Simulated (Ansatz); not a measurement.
Relaxation of the cluster Na4⁻ with UKS PBE0/def2-TZVPD.

```sh
$ ansatz run in.yaml --threads 4 --pin off --events-out ev --progress --plain --max-ram 3916MiB
```

```yaml
crystal:
  periodic: [false, false, false]
  atoms:
    - {symbol: Na, position_ang: [-2.713366, -1.258396, 0.372355]}
    - {symbol: Na, position_ang: [0.345908, 0.532534, -0.370468]}
    - {symbol: Na, position_ang: [2.016404, 2.919390, -2.029762]}
    - {symbol: Na, position_ang: [0.351064, -2.193527, 2.027875]}
basis:
  gaussian: {orbitals: def2-TZVPD}
total_charge: -1
magnetization: {spin_polarized: true, initial_magnetization: 3}
hamiltonian: {xc: pbe0}
scf: {lower_state_search: "off"}
output: {orbitals: {seedname: orbitals}}
relax: {f_tol: 0.02, max_steps: 100}
```

Hardware: 4 threads of Intel Xeon Platinum 8259CL on a shared host. Wall time 16 s.

Positions (Å) and forces (eV/Å) at steps 1, 2, 3, 4, 6 of 6:

```xyz
4
step=1 energy=-17654.0126 eV
Na   -2.713   -1.258    0.372   -0.007    0.022   -0.021
Na    0.346    0.533   -0.370   -0.144   -0.209    0.146
Na    2.016    2.919   -2.030    0.122    0.174   -0.121
Na    0.351   -2.194    2.028    0.029    0.014   -0.004
4
step=2 energy=-17654.0216 eV
Na   -2.719   -1.260    0.372   -0.005    0.019   -0.018
Na    0.339    0.522   -0.363   -0.132   -0.191    0.133
Na    2.027    2.934   -2.040    0.112    0.159   -0.111
Na    0.353   -2.197    2.031    0.025    0.012   -0.004
4
step=3 energy=-17654.0631 eV
Na   -2.759   -1.282    0.380    0.004    0.007   -0.005
Na    0.295    0.464   -0.322   -0.067   -0.097    0.067
Na    2.106    3.043   -2.115    0.058    0.082   -0.057
Na    0.358   -2.225    2.057    0.005    0.008   -0.005
4
step=4 energy=-17654.0825 eV
Na   -2.785   -1.314    0.401   -0.001   -0.002    0.001
Na    0.251    0.405   -0.280   -0.018   -0.025    0.017
Na    2.193    3.162   -2.198    0.021    0.029   -0.020
Na    0.342   -2.253    2.077   -0.001   -0.002    0.001
4
step=6 energy=-17654.0866 eV
Na   -2.812   -1.360    0.434    0.002    0.000    0.000
Na    0.225    0.376   -0.261   -0.002   -0.003    0.002
Na    2.277    3.277   -2.278    0.001    0.001   -0.001
Na    0.310   -2.294    2.104   -0.001    0.001   -0.001
```

At PBE0/def2-TZVPD a doublet of charge -1 lies 0.57 eV below the quartet, each at its own geometry. The structure comes from a short search, and lower isomers may exist.
